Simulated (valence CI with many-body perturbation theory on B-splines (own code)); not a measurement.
**Zn8+: key properties**

Calculated by relativistic CI+MBPT: four valence electrons over a frozen Dirac-Fock core [Ar], radial functions for each j: 7 s, 7 p, 8 d, 6 f, 4 g, 1 h, with the one-electron correlation potential Σ1 (screened to all orders), the two-electron term Σ2, the three-electron term Σ3, Breit, model QED; selected single and double excitations, second order for the rest, scaled by the run's own slope (own B-spline code, finite nucleus).

No measured levels were compared; by estimate terms of the open shell hold to 2 to 4 % of their energy, and close levels can change places; different configurations can be misplaced against each other by 1,000 to 8,000 cm⁻¹. Only levels of the ground parity were solved; by the run's estimate the other parity begins above the list, which can be wrong where configurations are misplaced.

Rates and lifetimes use the calculated energies. Strong lines usually hold to 10 to 20 %, long lifetimes can be off by a factor of two.

Q: What is the ground level?

A: 3d⁴ ⁵D_0, composition 99 % 3d⁴ ⁵D + 1 % 3d⁴ ³P.

Q: How is the term ⁵D of the ground level split?

A: J = 0 at 0.0, J = 1 at 503, J = 2 at 1412, J = 3 at 2612, J = 4 at 4030 cm⁻¹.

Q: How well does LS coupling describe the low levels?

A: Among the lowest 20 levels the leading LS term, summed over configurations, holds 94 % on average. For single configurations the figures are 94 % in LS and 54 % in jj coupling. Terms mix most in the J = 3 level at 41161 cm⁻¹, where the leading one holds 80 %.

Q: What is the ionisation energy?

A: 203.34 eV; NIST lists 203 ± 2 eV (semi-empirical).
